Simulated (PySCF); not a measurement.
A PySCF script (with the pyscf-properties extension) for the NMR shieldings of SMILES C/C=C\[P@](=O)([O-])CC, [C$_{5}$H$_{10}$O$_{2}$P]-, on a GFN2-xTB geometry:

```python
import basis_set_exchange as bse
import numpy as np
from pyscf import gto, dft
from pyscf.prop import nmr

atoms = """
C    -2.204029    0.656967   -0.599282
C    -2.191424   -0.302983    0.543382
C    -1.152090   -1.056034    0.860593
P     0.472502   -1.129849   -0.026278
O     0.295741   -1.043633   -1.507868
O     1.249398   -2.273677    0.529432
C     1.208193    0.478242    0.609571
C     2.598010    0.571609    0.017460
H    -3.116236    0.542506   -1.188428
H    -1.339411    0.462092   -1.225470
H    -2.166795    1.688134   -0.238795
H    -3.112131   -0.353890    1.127986
H    -1.216279   -1.736479    1.702447
H     0.592577    1.326595    0.307254
H     1.249066    0.448564    1.700275
H     3.164109   -0.312107    0.308237
H     2.523879    0.573109   -1.069182
H     3.136159    1.467150    0.342731
"""
names = dict.fromkeys(["C", "P", "O", "H"], "pcSseg-1")
basis = {el: gto.basis.parse(bse.get_basis(n, elements=[el], fmt="nwchem")) for el, n in names.items()}
mol = gto.M(atom=atoms, basis=basis, charge=-1, verbose=0)
mf = dft.RKS(mol, xc="PBE0")
mf.grids.level = 2
mf.grids.alignment = dft.numint.BLKSIZE   # the property module wants whole blocks of grid points
mf.conv_tol = 1e-9
mf.kernel()

calc = nmr.RKS(mf)   # GIAO
C = mf.mo_coeff
Co = C[:, mf.mo_occ > 0]
resp = mf.gen_response(singlet=True, hermi=2)
def vind(x):   # induced exchange potential for any number of trial vectors
    d = np.einsum("pi,xij,qj->xpq", C, 2 * x.reshape(-1, C.shape[1], Co.shape[1]), Co, optimize=True)
    return np.einsum("xpq,pi,qj->xij", resp(d - d.transpose(0, 2, 1)), C, Co, optimize=True).ravel()
mo1, _ = nmr.rhf.solve_mo1(calc, with_cphf=vind)
sigma = calc.kernel(mo1)
for i, s in enumerate(sigma):   # ppm
    print("%2d %-2s %9.2f" % (i, mol.atom_pure_symbol(i), np.trace(s) / 3))
```

Task: What are the results?

Result: 
```
 0 C     168.68
 1 C      51.92
 2 C      31.78
 3 P     323.86
 4 O     190.23
 5 O     183.92
 6 C     154.82
 7 C     179.12
 8 H      30.79
 9 H      26.83
10 H      30.79
11 H      25.85
12 H      25.43
13 H      30.88
14 H      30.98
15 H      30.06
16 H      30.19
17 H      31.30
```

These numbers come from an equivalent density-fitted implementation of the same equations, which agrees with the script to about 0.01 ppm for H and up to a few tenths of a ppm for heavy atoms, so last digits may differ.

Task: Turn these shieldings into chemical shifts. References, each an isolated molecule treated in the same way: TMS for 13C (σref 186.93), 1H (σref 31.72); 31P (σref 318.38) against H3PO4; H2O for 17O (σref 336.08).

Result: Averaging equivalent atoms: C 2: 155.1; C 1: 135.0; C 6: 32.1; C 0: 18.2; C 7: 7.8; P 3: -5.5; O 5: 152.2; O 4: 145.8; H 12: 6.28; H 11: 5.86; H 8/9/10: 2.25; H 15/16/17: 1.20; H 13: 0.83; H 14: 0.73 ppm. Experimental scales use liquid or dissolved standards, which lie at an offset from isolated H2O (liquid H2O: subtract about 36 ppm) and H3PO4.

Size and cost of the density-fitted run: 193 basis functions, 44 s wall time on 1 thread of an x86-64 server CPU, shared host.
